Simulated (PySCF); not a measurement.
Compound: BH4O4 (charge -1).
SMILES: `O[B-](O)(O)O`

The calculation used PBE0-D3(BJ)/def2-TZVP geometry optimisation, gas phase (PySCF).

Take the most abundant isotopes and a rigid rotor. 

(1) What are A, B and C (GHz)?

(2) What kind of rotor is it?

(3) What does the inertial defect say?

(4) Give the other two planar moments, Paa and Pbb, and the rms extents of the mass along the axes.

## Answers

(1) Ia = 100.19, Ib = 100.25, Ic = 110.68 u·Å²; 505379 MHz·u·Å²/I gives 5044, 5041 and 4566 MHz, that is A = 5.0441, B = 5.0414, C = 4.5663 GHz.

(2) An oblate symmetric top, as the point group S4 requires two equal moments; the computed ones differ by 0.05 % because the geometry is symmetric only within the optimiser's tolerance: κ = (2 × 5041 − 5044 − 4566)/(5044 − 4566) = 0.99.

(3) Not planar: Δ = Ic − Ia − Ib = -89.76 u·Å². For a rigid frame Δ = −2 Σ m c², so Σ m c² = 44.88 u·Å² lies off the ab plane: 4.22 from hydrogen and 40.66 from heavier atoms. The atom farthest from that plane is 1.03 Å away.

(4) Paa = Σ m a² = (Ib + Ic − Ia)/2 = 55.36 and Pbb = Σ m b² = (Ia + Ic − Ib)/2 = 55.31 u·Å². With the mass M = 79.02 u, the rms extents √(P/M) along a, b and c are 0.84, 0.84, 0.75 Å.

The point group S4 allows no dipole (computed: 0.01 D (about the centre of mass, as the species is charged)), so a rigid rotor has no electric-dipole lines.

Not checked by PBE0-D3(BJ)/def2-TZVP frequencies. Geometry: PBE0-D3(BJ)/def2-TZVP; no solvent, vibrations or thermal averaging. These are rigid-rotor constants of the computed structure; measured ground-state constants (B0) also hold zero-point vibration.

The run took 81 s of wall time on one thread of an Arm Neoverse V1, shared host with 32 logical CPUs at a one-minute load of 17, and the process peaked at 0.68 GiB of memory. This is the geometry optimisation.

Shape of the structure used: `[OH:1][B-:2]([OH:3])([OH:4])[OH:5]`: H–O1–B2–O3 -83°, H–O3–B2–O1 -84°, H–O4–B2–O1 -35°, H–O5–B2–O1 -158°.
